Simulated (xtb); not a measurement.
xtb input:

```bash
xtb mol.xyz --gfn 2 --ohess tight --chrg 0 --uhf 0
```
mol.xyz:
```
2

B      0.34996790     0.12920340    -0.49089229
H     -0.34174656    -0.06082572     0.45755527
```

Task: What final total energy does it print?

Result: -1.56399 Eh (GFN2-xTB).
